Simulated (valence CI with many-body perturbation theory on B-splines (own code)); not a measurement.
**Zr26+: calculated level list**

Calculated by configuration interaction combined with many-body perturbation theory (CI+MBPT): four valence electrons over a frozen Dirac-Fock core [Ne], radial functions for each j: 9 s, 9 p, 8 d, 6 f, 3 g, 1 h, with the one-electron correlation potential Σ1 (screened to all orders), the two-electron term Σ2, the three-electron term Σ3, Breit, model QED; selected single and double excitations, second order for the rest, scaled by the run's own slope (own B-spline code, finite nucleus).

No measured spectrum was set against this ion. As an estimate, large intervals hold to a few tenths of a per cent, small ones and those within an open d or f shell to about a per cent.

Levels 1 to 34 of 34, with energies above the lowest level, 3s²3p² ³P_0. "Leading %" is the weight of the configuration and term that name the level; weights of strongly mixed levels are sums over their largest components and can fall short, so below about 35 % the name and the second component can differ from the true leading terms, or belong to a minority configuration.

| No. | Configuration | Term | J | E (cm⁻¹) | Leading % | Second component | g |
| --- | --- | --- | --- | --- | --- | --- | --- |
| 1 | 3s²3p² | ³P | 0 | 0 | 80 | 18 % 3s²3p² ¹S |  |
| 2 | 3s²3p² | ³P | 1 | 123850 | 98 |  | 1.498 |
| 3 | 3s²3p² | ³P | 2 | 156220 | 50 | 48 % 3s²3p² ¹D | 1.254 |
| 4 | 3s²3p² | ¹D | 2 | 305320 | 50 | 47 % 3s²3p² ³P | 1.241 |
| 5 | 3s²3p² | ¹S | 0 | 384290 | 79 | 18 % 3s²3p² ³P |  |
| 6 | 3s3p³ | ⁵S° | 2 | 614070 | 75 | 18 % 3s3p³ ³P° | 1.858 |
| 7 | 3s3p³ | ³D° | 1 | 730300 | 60 | 18 % 3s3p³ ³P° | 0.776 |
| 8 | 3s3p³ | ³D° | 2 | 760560 | 58 | 16 % 3s3p³ ⁵S° | 1.341 |
| 9 | 3s3p³ | ³D° | 3 | 804210 | 87 | 11 % 3s²3p3d ³D° | 1.329 |
| 10 | 3s²3p3d | ¹D° | 2 | 873010 | 27 | 27 % 3s3p³ ¹D° | 1.063 |
| 11 | 3s3p³ | ³P° | 0 | 876400 | 90 | 9 % 3s²3p3d ³P° |  |
| 12 | 3s3p³ | ³P° | 1 | 892150 | 63 | 17 % 3s3p³ ³D° | 1.309 |
| 13 | 3s²3p3d | ³F° | 2 | 952740 | 59 | 18 % 3s3p³ ³P° | 0.943 |
| 14 | 3s3p³ | ³S° | 1 | 994490 | 52 | 33 % 3s3p³ ¹P° | 1.547 |
| 15 | 3s3p³ | ³P° | 2 | 1003600 | 30 | 21 % 3s²3p3d ¹D° | 1.138 |
| 16 | 3s²3p3d | ³F° | 3 | 1009100 | 86 | 5 % 3s²3p3d ³D° | 1.096 |
| 17 | 3s²3p3d | ³D° | 1 | 1071400 | 44 | 24 % 3s²3p3d ³P° | 0.849 |
| 18 | 3s²3p3d | ³P° | 2 | 1072000 | 51 | 19 % 3s3p³ ¹D° | 1.301 |
| 19 | 3s²3p3d | ³F° | 4 | 1118200 | 98 |  | 1.248 |
| 20 | 3s3p³ | ¹P° | 1 | 1145300 | 37 | 29 % 3s3p³ ³S° | 1.247 |
| 21 | 3s²3p3d | ³D° | 2 | 1179300 | 42 | 26 % 3s²3p3d ¹D° | 1.057 |
| 22 | 3s²3p3d | ³P° | 0 | 1188600 | 89 | 9 % 3s3p³ ³P° |  |
| 23 | 3s²3p3d | ³D° | 3 | 1190900 | 67 | 12 % 3s²3p3d ¹F° | 1.261 |
| 24 | 3s²3p3d | ³P° | 1 | 1211500 | 54 | 13 % 3s²3p3d ³D° | 1.283 |
| 25 | 3s²3p3d | ³P° | 2 | 1230700 | 36 | 19 % 3s²3p3d ³D° | 1.279 |
| 26 | 3s²3p3d | ¹F° | 3 | 1282900 | 80 | 15 % 3s²3p3d ³D° | 1.054 |
| 27 | 3s²3p3d | ¹P° | 1 | 1326500 | 70 | 13 % 3s3p³ ¹P° | 0.971 |
| 28 | 3p⁴ | ³P | 2 | 1407200 | 32 | 26 % 3s3p²3d ³P | 1.335 |
| 29 | 3s3p²3d | ⁵F | 1 | 1413800 | 78 | 11 % 3s3p²3d ³D | 0.199 |
| 30 | 3s3p²3d | ⁵F | 2 | 1440300 | 59 | 11 % 3s3p²3d ⁵D | 1.141 |
| 31 | 3s3p²3d | ⁵F | 3 | 1469200 | 57 | 28 % 3s3p²3d ⁵D | 1.343 |
| 32 | 3p⁴ | ³P | 0 | 1497400 | 30 | 22 % 3s3p²3d ³P |  |
| 33 | 3s3p²3d | ⁵D | 1 | 1513900 | 45 | 24 % 3s3p²3d ³P | 1.349 |
| 34 | 3s3p²3d | ⁵D | 2 | 1526800 | 39 | 22 % 3s3p²3d ³F | 1.185 |

Names give the largest LS component (configuration and term), which can be under half, so a name can repeat, a term be missing and a line seem to break the LS rules; names also repeat where a configuration has a term twice.

The ionisation energy to 3s²3p ²P°1/2 of the next ion comes out as 1343.2 eV (NIST: 1344 ± 3 eV (semi-empirical)). All 34 levels together are meant to be complete up to 1528000 cm⁻¹.
